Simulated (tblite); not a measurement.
Task: Write Cartesian coordinates for `CCC(=O)N(C)C(C)C` as optimised with GFN2-xTB.

Result: 
```xyz
24
C7H15NO angstrom
C      3.4244    0.6096   -0.5442
C      2.2386   -0.1724    0.0060
C      0.9278    0.5242   -0.3236
O      0.8909    1.5893   -0.9102
N     -0.2011   -0.1145    0.0823
C     -0.1771   -1.3833    0.7678
C     -1.4929    0.4801   -0.2434
C     -2.2929   -0.4135   -1.1901
C     -2.2880    0.8215    1.0158
H      4.3592    0.1203   -0.2806
H      3.3553    0.6848   -1.6261
H      3.4261    1.6185   -0.1411
H      2.3264   -0.2660    1.0913
H      2.2251   -1.1791   -0.4179
H     -1.1875   -1.6473    1.0662
H      0.2085   -2.1811    0.1263
H      0.4390   -1.3349    1.6681
H     -1.2438    1.4109   -0.7641
H     -3.1950    0.1039   -1.5050
H     -1.7030   -0.6467   -2.0730
H     -2.5845   -1.3444   -0.7087
H     -1.6801    1.4143    1.6943
H     -3.1667    1.3997    0.7442
H     -2.6205   -0.0742    1.5361
```

Any rigid rotation of these coordinates is as good. Atoms count from 1 in this order. N5 (amide nitrogen) is planar (angles 122.8°, 118.6° and 118.5°, sum 359.9°, 0.02 Å off the plane of its three neighbours). The C–N distances run from 1.359 Å (C3–N5, drawn single) to 1.459 Å (N5–C7, drawn single), a spread of 0.100 Å. Of the pairs four or more bonds apart, O4···H18 is among the closest relative to their van der Waals radii: 2.15 Å, 79 % of the sum of Bondi's values.

Bonds between heavy atoms (Å): C1–C2 1.523, C2–C3 1.521, C3=O4 1.216, C3–N5 1.359, N5–C6 1.442, N5–C7 1.459, C7–C8 1.528, C7–C9 1.528.

The geometry is computed with GFN2-xTB (gas phase).

Point group: near Cs, missed by 0.22 Å at most; the miss may be what the optimiser left on a soft mode. Its GFN2-xTB frequencies are all real (lowest 41 cm⁻¹). The numbers are those of one conformer (C1–C2–C3–O4 -2°, C2–C3–N5–C6 -1°, C3–N5–C7–C8 115°). 3 starts were optimised and ended at 0.00, 1.03 and 1.78 kcal/mol (GFN2-xTB); the lowest of these is shown.
